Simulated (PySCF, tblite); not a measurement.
Energy landscape of H6OSi2, singlet: bend at the central O, local threefold symmetry of each SiH3 group. Scanned: Si-O-Si angle. Other coordinates (O-Si length, H-Si-O angle, Si-H length) were minimised at B3LYP/def2-TZVP.

Cartesian coordinates as functions of the variables (Å; names that start with a are angles):
```
O  0  0  0
Si  R*sin(a/2)  0  R*cos(a/2)
H  ((R-r*cos(ab))*sin(a/2)+r*sin(ab)*cos(0*2*pi/3)*cos(a/2))  r*sin(ab)*sin(0*2*pi/3)  (R-r*cos(ab))*cos(a/2)-r*sin(ab)*cos(0*2*pi/3)*sin(a/2)
H  ((R-r*cos(ab))*sin(a/2)+r*sin(ab)*cos(1*2*pi/3)*cos(a/2))  r*sin(ab)*sin(1*2*pi/3)  (R-r*cos(ab))*cos(a/2)-r*sin(ab)*cos(1*2*pi/3)*sin(a/2)
H  ((R-r*cos(ab))*sin(a/2)+r*sin(ab)*cos(2*2*pi/3)*cos(a/2))  r*sin(ab)*sin(2*2*pi/3)  (R-r*cos(ab))*cos(a/2)-r*sin(ab)*cos(2*2*pi/3)*sin(a/2)
Si  -R*sin(a/2)  0  R*cos(a/2)
H  -((R-r*cos(ab))*sin(a/2)+r*sin(ab)*cos(0*2*pi/3)*cos(a/2))  r*sin(ab)*sin(0*2*pi/3)  (R-r*cos(ab))*cos(a/2)-r*sin(ab)*cos(0*2*pi/3)*sin(a/2)
H  -((R-r*cos(ab))*sin(a/2)+r*sin(ab)*cos(1*2*pi/3)*cos(a/2))  r*sin(ab)*sin(1*2*pi/3)  (R-r*cos(ab))*cos(a/2)-r*sin(ab)*cos(1*2*pi/3)*sin(a/2)
H  -((R-r*cos(ab))*sin(a/2)+r*sin(ab)*cos(2*2*pi/3)*cos(a/2))  r*sin(ab)*sin(2*2*pi/3)  (R-r*cos(ab))*cos(a/2)-r*sin(ab)*cos(2*2*pi/3)*sin(a/2)
```

Levels: B3LYP/def2-TZVP, density fitting (PySCF); RHF/3-21G = restricted Hartree-Fock/3-21G run with PySCF; RMP2/6-31G* = restricted MP2 (frozen core)/6-31G*, spherical d (PySCF 2.14.0); RKS-LDA (SVWN5)/6-31G* = restricted LDA (SVWN5)/6-31G*, spherical d (PySCF); GFN2-xTB, 300 K electronic temperature (tblite); M06-2X/def2-TZVP, density fitting (PySCF).

Energies in kJ/mol, each method relative to its own lowest point.

```
a / °   B3LYP  RHF/3-21G  RMP2/6-31G*  RKS-LDA (SVWN5)/6-31G*  GFN2-xTB  M06-2X
------  -----  ---------  -----------  ----------------------  --------  ------
180       0.4        0.0          1.3                     0.2       0.0     0.6
172.50    0.3        0.6          1.2                     0.2       0.1     0.5
165       0.1        2.6          0.9                     0.2       0.5     0.3
157.50    0.0        5.8          0.5                     0.2       1.2     0.0
150       0.1       10.6          0.1                     0.1       2.5     0.0
142.50    0.9       17.1          0.0                     0.0       4.7     0.4
135       2.9       25.9          0.7                     0.1       8.4     1.6
127.50    6.6       37.6          2.9                     0.8      14.2     4.3
120      13.4       53.6          7.6                     3.0      23.2     9.9
112.50   24.7       75.7         16.6                     8.1      37.0    20.3
105      43.3      106.8         33.0                    18.7      58.3    38.3
97.50    73.5      151.6         61.8                    39.5      91.5    68.5
90      122.6      217.6        110.8                    78.0     143.2   117.6
```
